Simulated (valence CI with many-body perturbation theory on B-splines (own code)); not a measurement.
Er LXI: electric-dipole lines

Level of theory: configuration interaction combined with many-body perturbation theory (CI+MBPT): six valence electrons over a frozen Dirac-Fock core [He], a basis of 9 s, 9 p, 8 d, 6 f, 3 g, 1 h functions for each j, with the one-electron correlation potential Σ1 (screened to all orders), the two-electron term Σ2, the three-electron term Σ3, Breit, model QED; selected single and double excitations, second order for the rest, scaled by the run's own slope (own B-spline code, finite nucleus).

No measured spectrum was set against this ion. As an estimate, large intervals hold to a few tenths of a per cent, small ones and those within an open d or f shell to about a per cent. Among the levels kept, up to 2100 cm⁻¹ of a level comes from second order outside the variational space, and about a tenth of that is noise between levels of different J, which matters for small intervals.

Lines 151 to 197 of 197 in falling wavelength, among levels below 70108 × 10³ cm⁻¹, chosen from the strongest by gf and those to the six lowest levels. Wavelengths and rates use the calculated energies. Electric multipoles are in the length gauge with retardation, E1 and E2 with the static RPA response of the core. Weak lines are less certain than strong ones. Lines between different terms over intervals too small for the method are left out, as are lines whose strength nearly cancels. The highest levels of a list are the least certain.

Levels are named by their leading jj configuration (3d3/2^4 stands for four electrons in 3d with j = 3/2), which in mixed levels can hold well under half, so a name can repeat and another be missing. Letters in brackets count levels of one name in rising energy.

| λ vac (nm) | Upper | Lower | A (s⁻¹) | S (a.u.) |
| --- | --- | --- | --- | --- |
| 0.1707 | (2s^2 2p1/2^2 2p3/2 3s) J=2 | (2s^2 2p1/2^2 2p3/2^2) J=2 | 7.41e+13 | 9.10e-04 |
| 0.1706 | (2s^2 2p1/2 2p3/2^2 3p3/2) J=2 [a] | (2s 2p1/2^2 2p3/2^3) J=2 | 5.35e+12 | 6.56e-05 |
| 0.1706 | (2s^2 2p1/2 2p3/2^2 3p3/2) J=3 [a] | (2s 2p1/2^2 2p3/2^3) J=2 | 7.76e+11 | 1.33e-05 |
| 0.1705 | (2s^2 2p1/2^2 2p3/2 3s) J=1 | (2s^2 2p1/2^2 2p3/2^2) J=2 | 1.24e+14 | 9.10e-04 |
| 0.1705 | (2s^2 2p1/2 2p3/2^2 3p3/2) J=2 [c] | (2s 2p1/2^2 2p3/2^3) J=1 | 5.34e+10 | 6.53e-07 |
| 0.1704 | (2s^2 2p1/2 2p3/2^2 3p3/2) J=1 [a] | (2s 2p1/2^2 2p3/2^3) J=2 | 6.83e+12 | 5.00e-05 |
| 0.1704 | (2s^2 2p1/2 2p3/2^2 3p3/2) J=1 [c] | (2s 2p1/2^2 2p3/2^3) J=1 | 1.56e+10 | 1.14e-07 |
| 0.1704 | (2s^2 2p1/2 2p3/2^2 3s) J=2 [b] | (2s^2 2p1/2 2p3/2^3) J=1 | 1.93e+13 | 2.36e-04 |
| 0.1702 | (2s 2p1/2^2 2p3/2^2 3s) J=1 [a] | (2s 2p1/2^2 2p3/2^3) J=2 | 4.35e+13 | 3.18e-04 |
| 0.1701 | (2s^2 2p1/2 2p3/2^2 3p3/2) J=3 [b] | (2s 2p1/2^2 2p3/2^3) J=2 | 5.18e+11 | 8.80e-06 |
| 0.1700 | (2s 2p1/2^2 2p3/2^2 3s) J=1 [b] | (2s 2p1/2^2 2p3/2^3) J=2 | 3.63e+13 | 2.64e-04 |
| 0.1698 | (2s^2 2p1/2 2p3/2^2 3s) J=1 [b] | (2s^2 2p1/2 2p3/2^3) J=2 | 6.34e+13 | 4.60e-04 |
| 0.1697 | (2s 2p1/2^2 2p3/2^2 3s) J=2 [b] | (2s 2p1/2^2 2p3/2^3) J=2 | 5.28e+12 | 6.37e-05 |
| 0.1695 | (2s^2 2p1/2 2p3/2^2 3s) J=0 | (2s^2 2p1/2 2p3/2^3) J=1 | 7.80e+13 | 1.87e-04 |
| 0.1694 | (2s^2 2p1/2 2p3/2^2 3s) J=1 [b] | (2s^2 2p1/2 2p3/2^3) J=1 | 1.27e+13 | 9.15e-05 |
| 0.1692 | (2s^2 2p1/2 2p3/2^2 3p3/2) J=1 [b] | (2s 2p1/2^2 2p3/2^3) J=2 | 2.21e+12 | 1.59e-05 |
| 0.1691 | (2s^2 2p1/2 2p3/2^2 3p3/2) J=2 [b] | (2s 2p1/2^2 2p3/2^3) J=2 | 1.46e+12 | 1.74e-05 |
| 0.1687 | (2s^2 2p1/2 2p3/2^2 3p3/2) J=2 [c] | (2s 2p1/2^2 2p3/2^3) J=2 | 3.75e+10 | 4.44e-07 |
| 0.1687 | (2s^2 2p1/2 2p3/2^2 3p3/2) J=1 [c] | (2s 2p1/2^2 2p3/2^3) J=2 | 7.66e+12 | 5.44e-05 |
| 0.1621 | (2s 2p1/2^2 2p3/2^2 3p1/2) J=2 | (2s^2 2p1/2 2p3/2^3) J=2 | 1.11e+11 | 1.17e-06 |
| 0.1621 | (2s 2p1/2^2 2p3/2^2 3p1/2) J=3 | (2s^2 2p1/2 2p3/2^3) J=2 | 3.33e+10 | 4.90e-07 |
| 0.1617 | (2s 2p1/2^2 2p3/2^2 3p1/2) J=2 | (2s^2 2p1/2 2p3/2^3) J=1 | 5.45e+11 | 5.69e-06 |
| 0.1609 | (2s^2 2p1/2^2 2p3/2 3d3/2) J=1 | (2s^2 2p1/2^2 2p3/2^2) J=0 | 8.75e+13 | 5.39e-04 |
| 0.1606 | (2s^2 2p1/2 2p3/2^2 3d3/2) J=1 | (2s^2 2p1/2 2p3/2^3) J=2 | 3.69e+13 | 2.26e-04 |
| 0.1606 | (2s^2 2p1/2 2p3/2^2 3d3/2) J=2 | (2s^2 2p1/2 2p3/2^3) J=2 | 1.78e+13 | 1.82e-04 |
| 0.1602 | (2s^2 2p1/2 2p3/2^2 3d3/2) J=1 | (2s^2 2p1/2 2p3/2^3) J=1 | 3.26e+13 | 1.98e-04 |
| 0.1602 | (2s^2 2p1/2 2p3/2^2 3d3/2) J=2 | (2s^2 2p1/2 2p3/2^3) J=1 | 1.52e+13 | 1.54e-04 |
| 0.1602 | (2s^2 2p1/2 2p3/2^2 3d3/2) J=0 | (2s^2 2p1/2 2p3/2^3) J=1 | 2.42e+14 | 4.92e-04 |
| 0.1600 | (2s^2 2p1/2^2 2p3/2 3d3/2) J=2 | (2s^2 2p1/2^2 2p3/2^2) J=2 | 8.42e+13 | 8.51e-04 |
| 0.1598 | (2s^2 2p1/2^2 2p3/2 3d3/2) J=3 | (2s^2 2p1/2^2 2p3/2^2) J=2 | 1.26e+13 | 1.77e-04 |
| 0.1598 | (2s^2 2p1/2^2 2p3/2 3d3/2) J=1 | (2s^2 2p1/2^2 2p3/2^2) J=2 | 1.89e+14 | 1.14e-03 |
| 0.1589 | (2s^2 2p1/2^2 2p3/2 3d5/2) J=1 | (2s^2 2p1/2^2 2p3/2^2) J=0 | 9.80e+14 | 5.82e-03 |
| 0.1583 | (2s^2 2p1/2^2 2p3/2 3d5/2) J=2 | (2s^2 2p1/2^2 2p3/2^2) J=2 | 7.17e+14 | 7.02e-03 |
| 0.1580 | (2s^2 2p1/2^2 2p3/2 3d5/2) J=3 | (2s^2 2p1/2^2 2p3/2^2) J=2 | 1.59e+15 | 2.17e-02 |
| 0.1578 | (2s^2 2p1/2^2 2p3/2 3d5/2) J=1 | (2s^2 2p1/2^2 2p3/2^2) J=2 | 8.30e+13 | 4.83e-04 |
| 0.1521 | (2s^2 2p1/2 2p3/2^2 3s) J=1 [a] | (2s^2 2p1/2^2 2p3/2^2) J=0 | 2.43e+11 | 1.26e-06 |
| 0.1513 | (2s^2 2p1/2 2p3/2^2 3s) J=2 [a] | (2s^2 2p1/2^2 2p3/2^2) J=2 | 1.66e+13 | 1.42e-04 |
| 0.1511 | (2s^2 2p1/2 2p3/2^2 3s) J=1 [a] | (2s^2 2p1/2^2 2p3/2^2) J=2 | 3.49e+13 | 1.78e-04 |
| 0.1509 | (2s^2 2p1/2 2p3/2^2 3s) J=1 [b] | (2s^2 2p1/2^2 2p3/2^2) J=0 | 3.12e+13 | 1.59e-04 |
| 0.1509 | (2s^2 2p1/2 2p3/2^2 3s) J=3 | (2s^2 2p1/2^2 2p3/2^2) J=2 | 2.78e+13 | 3.30e-04 |
| 0.1507 | (2s^2 2p1/2 2p3/2^2 3s) J=2 [b] | (2s^2 2p1/2^2 2p3/2^2) J=2 | 1.55e+13 | 1.31e-04 |
| 0.1500 | (2s^2 2p1/2 2p3/2^2 3s) J=1 [b] | (2s^2 2p1/2^2 2p3/2^2) J=2 | 2.76e+11 | 1.38e-06 |
| 0.1439 | (2s 2p1/2^2 2p3/2^2 3p1/2) J=2 | (2s^2 2p1/2^2 2p3/2^2) J=2 | 1.65e+14 | 1.21e-03 |
| 0.1439 | (2s 2p1/2^2 2p3/2^2 3p1/2) J=3 | (2s^2 2p1/2^2 2p3/2^2) J=2 | 4.16e+14 | 4.29e-03 |
| 0.1436 | (2s^2 2p1/2 2p3/2^2 3d3/2) J=1 | (2s^2 2p1/2^2 2p3/2^2) J=0 | 1.67e+13 | 7.30e-05 |
| 0.1427 | (2s^2 2p1/2 2p3/2^2 3d3/2) J=1 | (2s^2 2p1/2^2 2p3/2^2) J=2 | 1.27e+14 | 5.47e-04 |
| 0.1427 | (2s^2 2p1/2 2p3/2^2 3d3/2) J=2 | (2s^2 2p1/2^2 2p3/2^2) J=2 | 1.27e+14 | 9.08e-04 |
